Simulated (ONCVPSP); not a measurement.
# Potentials for B compared

Generated with ld1.x 7.5 (TM, RRKJ, ultrasoft, PAW), atompaw 4.2 or ONCVPSP 4.0.1. The cutoff is in Ry: for ld1.x and atompaw files where the sum of valence levels is converged to 10 mRy in a Bessel basis, for ONCV files where the hardest occupied wave has 1 mHa per electron of residual kinetic energy. The error is the largest all-electron minus pseudo excitation energy over each file’s own four to seven test configurations (ionisations up to +4, promotions, holes and added fractions of an electron), all of which were solved. The labels leave out finer settings (local radius, basis sizes, second energies), which also bear on the numbers. Spin-polarised tests are not counted. The rows are a selection from randomly drawn settings: files with unsolved tests, undetermined cutoffs or missed reference levels are left out.

A true bound ghost makes a file unfit for plane-wave use even where its test errors are small: the radial tests pick states by their node count and pass the ghost by.

| potential | cutoff (Ry) | largest error (meV) | bound ghosts |
| --- | --- | --- | --- |
| ONCV, LDA (Perdew-Zunger), non-relativistic, rc 1.30/2.00 (sp), local smoothed, core correction yes, reference 2s1 2p2, qcut 4/4.4, projectors 1/1 | 46 | +253 | none |
| ONCV, LDA (Perdew-Zunger), scalar-relativistic, rc 1.55/2.25 (sp), local smoothed, core correction no, reference 2s2 2p1, qcut 4.9/6.5, projectors 1/2 | 22 | +152 | none |
| ONCV, PBE, scalar-relativistic, rc 1.50/1.25 (sp), local smoothed, core correction yes, reference 2s2, qcut 3.6/7.2, projectors 2/2 | 68 | +88 | none |
| ONCV, PBEsol, scalar-relativistic, rc 1.35/2.90/2.45 (spd), local smoothed, core correction yes, reference 2s2 2p1, qcut 5.3/5.1/3.6, projectors 2/2/2 | 23 | +217 | none |

**Question.** Fill in the row for B: ONCV, PBE, scalar-relativistic, rc 1.25/3.25 (sp), local smoothed, core correction no, reference 2s1 2p2, qcut 5/4, projectors 2/1.

**Answer.** cutoff 23 Ry, largest error +737 meV, bound ghosts: none.

**Question.** Fill in the row for B: ONCV, BLYP, scalar-relativistic, rc 1.35/2.90 (sp), local smoothed, core correction no, reference 2s2 2p1, qcut 3.9/4.6, projectors 2/2.

**Answer.** cutoff 36 Ry, largest error +305 meV, bound ghosts: none.

**Question.** Fill in the row for B: ONCV, PBE, scalar-relativistic, rc 1.05/3.90/3.65 (spd), local smoothed, core correction yes, reference 2s2 2p1, qcut 7.1/4.2/2.9, projectors 2/2/2.

**Answer.** cutoff 24 Ry, largest error +550 meV, bound ghosts: s.
